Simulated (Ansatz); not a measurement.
`CCO[SiH3]` + `[NH2][ZnH]` → `C[CH2][Zn][NH2]` + `O[SiH3]`  (formal exchange of groups at a C–O bond)

Computed with Ansatz on PBE0-D4/def2-TZVP structures; ΔE is electronic, products minus reactants. CCSD(T)/CBS adds triple-zeta CCSD(T) − MP2 to the extrapolated MP2 energy (def2 sets, frozen cores). Functionals use def2-TZVPP. For Zn outer-core shells are correlated without core-valence functions, which leaves a few kJ/mol of doubt a bond. Scalar relativity is left out up to krypton. Each species was taken in one conformer, which may not be the lowest.

```csv
level,ΔE (kJ/mol)
revPBE-D4,-44.7
CAM-B3LYP-D4,-37.7
ωB97M-V,-43.9
PBE-QIDH,-49.7
BLYP,-46.4
HF/def2-SVP,-19.4
MP2/def2-SVP,-44.3
MP2/CBS(def2),-63.1
```

Task: What does CCSD(T)/CBS give? (Best estimate.)

Result: The calculation gave: -52.8 kJ/mol. The listed levels differ from it by 8.1, 15.1, 8.9, 3.1, 6.4, 33.4, 8.5, -10.3 kJ/mol.

Task: What do rigid-rotor, harmonic-oscillator terms from PBE0-D4/def2-TZVP frequencies (298.15 K, 1 bar) make of the CCSD(T)/CBS value? (An estimate is asked.)

Result: The calculation gave: ΔZPE = +3.2 kJ/mol, ΔH = -47.8 kJ/mol, ΔS = 15 J/(mol·K), ΔG = -52.2 kJ/mol. Modes under 50 cm⁻¹ make the entropy rough.

Largest T1 diagnostic among the species: 0.016.

In def2-TZVPP, CCSD(T) changes the Hartree–Fock value by −22.6 kJ/mol (the triples alone add −2.2 kJ/mol) and MP2 by −32.8 kJ/mol. At CCSD(T), def2-SVP lies +17.8 kJ/mol from the extrapolated value and def2-TZVPP +4.8 kJ/mol. From BLYP to BHLYP (50 % exact exchange), in def2-TZVPP and without D4, ΔE moves by +8.0 kJ/mol.
